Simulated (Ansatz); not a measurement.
Ansatz (a program for electronic structure) input:

Ansatz 0.2 input:
```yaml
crystal:
  periodic: [false, false, false]
  atoms:
    - {symbol: C, position_ang: [1.99228854, -0.09195119, 0.96234920]}
    - {symbol: C, position_ang: [1.20687628, 0.90190802, 0.07780046]}
    - {symbol: C, position_ang: [0.59290912, 0.29688880, -1.14953253]}
    - {symbol: C, position_ang: [-0.59052611, -0.44122386, -1.19928913]}
    - {symbol: C, position_ang: [-1.62455388, -0.69215885, -0.30636901]}
    - {symbol: C, position_ang: [-1.80338762, -0.04881995, 1.03810323]}
    - {symbol: H, position_ang: [2.41902068, 0.39015500, 1.85637337]}
    - {symbol: H, position_ang: [1.33321412, -0.89946778, 1.28829746]}
    - {symbol: H, position_ang: [2.80880695, -0.54655131, 0.39190038]}
    - {symbol: H, position_ang: [0.44778507, 1.37126697, 0.71365969]}
    - {symbol: H, position_ang: [1.89840883, 1.71056566, -0.20469185]}
    - {symbol: H, position_ang: [1.25260245, 0.22428938, -2.01146973]}
    - {symbol: H, position_ang: [-0.74060625, -0.93097859, -2.16595813]}
    - {symbol: H, position_ang: [-2.47478457, -1.25590076, -0.67793171]}
    - {symbol: H, position_ang: [-0.92694938, -0.14834787, 1.69873815]}
    - {symbol: H, position_ang: [-2.01165158, 1.03805621, 0.99895573]}
    - {symbol: H, position_ang: [-2.64748429, -0.50094495, 1.57375317]}
basis:
  gaussian:
    orbitals: def2-TZVPD
hamiltonian:
  xc: {name: B2PLYP}
total_charge: -1
magnetization: {spin_polarized: false}
correlation: {electrons: outside_noble_gas}
```

Q: What final total energy does it print?

A: -235.05811 Eh (B2PLYP/def2-TZVPD). The basis has 321 functions.

It need not be the lowest isomer of its formula. Whether it binds its extra electron was not tested at this geometry.
